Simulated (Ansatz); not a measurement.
```yaml
crystal:
  periodic: [false, false, false]
  atoms:
    - {symbol: C, position_ang: [-0.859056, -0.369624, 1.153662]}
    - {symbol: N, position_ang: [-0.009345, -0.119130, 0.009396]}
    - {symbol: C, position_ang: [1.331220, -0.648757, 0.137711]}
    - {symbol: Si, position_ang: [-0.443819, 0.933418, -1.216013]}
    - {symbol: F, position_ang: [0.326830, 0.569546, -2.542492]}
    - {symbol: F, position_ang: [-0.129736, 2.460807, -0.954970]}
    - {symbol: F, position_ang: [-1.999132, 0.863959, -1.465113]}
    - {symbol: H, position_ang: [-1.863705, 0.018929, 0.982014]}
    - {symbol: H, position_ang: [-0.943909, -1.447150, 1.335448]}
    - {symbol: H, position_ang: [-0.460884, 0.097132, 2.063253]}
    - {symbol: H, position_ang: [1.298084, -1.732885, 0.295448]}
    - {symbol: H, position_ang: [1.864534, -0.199288, 0.984655]}
    - {symbol: H, position_ang: [1.909419, -0.461858, -0.768100]}
basis:
  gaussian: {orbitals: def2-SVP}
hamiltonian: {xc: {name: HF}, dispersion: rvv10}
```

```sh
$ ansatz run in.yaml --threads 4 --pin off --events-out ev --progress --plain --max-ram 11315MiB
```

(1) How does Ansatz answer? (Estimate.)

Answers

(1) The calculation gave: The input was rejected before any iteration.
```
Error: inconsistent input (hamiltonian.dispersion, hamiltonian.xc): `dispersion: rvv10` has no transferable b for PBE exchange — Sabatini et al. (2013) fitted b=6.3 to rPW86, and the PBE refits of Peng & Perdew (2017) are task-dependent (b=6.6 S22 / b=10.0 layered). Use `xc: {exchange: rpw86, correlation: pbe}` for the original rVV10 or `xc: r2scan` for the r²SCAN+rVV10 pairing
```
